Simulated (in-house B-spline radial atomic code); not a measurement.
Results of a calculation; reference values are marked as such.
## Mo in an electron gas of r_s = 3: phase shifts, screening, friction and resistivity

A nucleus sits in a uniform electron gas with a rigid positive background. The Kohn-Sham equations are solved self-consistently in the spin-unpolarised LDA (PW92), non-relativistic, on B-splines with outgoing waves at the boundary and partial waves to l = 8. The model has no lattice, no bands and no magnetic solution. Atomic units; δ_l are the phase shifts at the Fermi level, counted so that each bound state adds π, and good to about 0.0005. A narrow, partly filled d or f resonance in a thin gas would split by spin, so such rows rest on a solution that is probably unstable.

The density parameter is r_s = 3 bohr, near that of the valence electrons of Ag (1 per atom, density 10.5 g/cm³, mass 107.87 u, which gives r_s = 3.02).

```json
{"l": "0", "δ_l (rad)": "12.3236"}
{"l": "1", "δ_l (rad)": "9.3381"}
{"l": "2", "δ_l (rad)": "5.1700"}
{"l": "3", "δ_l (rad)": "-0.0274"}
{"l": "4", "δ_l (rad)": "-0.0029"}
{"l": "5", "δ_l (rad)": "-0.0007"}
{"l": "6", "δ_l (rad)": "-0.0004"}
{"l": "7", "δ_l (rad)": "-0.0005"}
{"l": "8", "δ_l (rad)": "-0.0004"}
```

Bound levels below the band bottom (hartree): s -16.29, p -13.32, d -7.863, s -1.851, p -1.009 and deeper ones.

(1) Check the Friedel sum rule, and say where the screening charge sits.

(2) Find the transport cross section and the electronic stopping of a 2 keV Mo ion (mass 95.95 u).

(3) What residual resistivity would 1 atomic per cent of such centres give in Ag?

(4) On a substitutional site the background of one host ion, a sphere holding 1 charge, is taken out. The phase shifts for l = 0 to 4 become 12.2187, 9.2724, 4.9254, -0.0325, -0.0039. What follows?

Answers

(1) k_F = (9π/4)^(1/3)/r_s = 0.63972. The rule is Z = (2/π) Σ (2l + 1) δ_l. The terms are s 7.845, p 17.834, d 16.457, f -0.122 and -0.034 beyond, in all 41.980 against Z = 42. Bound states hold 8 s, 18 p, 10 d electrons, so the scattering states carry 5.98 in all; where a term is smaller than its bound count, the bound level has drawn weight out of the band.

(2) σ_tr = (4π/k_F²) Σ (l + 1) sin²(δ_l − δ_(l+1)). The terms for l = 0 to 3 are 0.0242, 1.4637, 2.3479, 0.0024, all together 3.8383, so σ_tr = 30.707 × 3.8383 = 117.860 bohr². With n = 3/(4π r_s³) = 0.008842, the friction coefficient is Q = n k_F σ_tr = 0.6667. For v well below v_F = 0.640, dE/dx = Q v; with 24801 eV per u at v = 1, v = √(2000/(24801 × 95.95)) = 0.0290, so dE/dx = 0.01933 hartree/bohr = 9.94 eV/nm. The largest term couples the d and f waves.

(3) Δρ = k_F n_i σ_tr/n in atomic units of 21.74 μΩ·cm. With one host atom per 1 electron, n_i/n = 0.01/1, so Δρ = 0.6397 × 0.01000 × 117.860 × 21.74 = 16.39 μΩ·cm. This is an atom added to the gas, as on an interstitial site.

(4) The Friedel sum is now 40.98, for Z − 1 = 41. The sum in σ_tr is 4.6084, so σ_tr = 141.51 bohr² and Δρ = 19.68 μΩ·cm per atomic per cent, 1.20 times the value above. A real host ion scatters too, so this model doesn't give zero even for the host's own atom.
